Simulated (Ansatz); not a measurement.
CH7AlOSn (`[CH3][SnH2][O][AlH2]`) at its PBE0-D4/def2-TZVP geometry, where that method's forces vanish. Charge 0, multiplicity 1. Sn takes the def2 core potential.

```xyz
11

C    -1.7836    0.3283   -0.2715
Sn   -0.4199   -1.2451    0.1886
O     1.3794   -0.4780    0.1616
Al    2.3408    0.8943    0.0893
H    -2.8107   -0.0380   -0.2438
H    -1.6717    1.1323    0.4559
H    -1.5717    0.7178   -1.2674
H    -0.4006   -2.4826   -0.9898
H    -0.6281   -1.8716    1.7656
H     1.6524    2.3234   -0.0088
H     3.9137    0.7192    0.1202
```

(1) What forces (eV/Å) does r2SCAN-D4/def2-TZVPP give on these atoms in Ansatz? (Estimate.)

Results:

(1) Ansatz gave: 
```
C1  -0.055  0.075 -0.021
Sn2 -0.095 -0.108  0.017
O3   0.085 -0.006  0.001
Al4  0.048  0.077 -0.005
H5   0.029  0.010 -0.001
H6  -0.005 -0.018 -0.018
H7  -0.006 -0.009  0.025
H8   0.010  0.000 -0.006
H9   0.009  0.003  0.007
H10  0.014 -0.025  0.002
H11 -0.036  0.001 -0.001
```
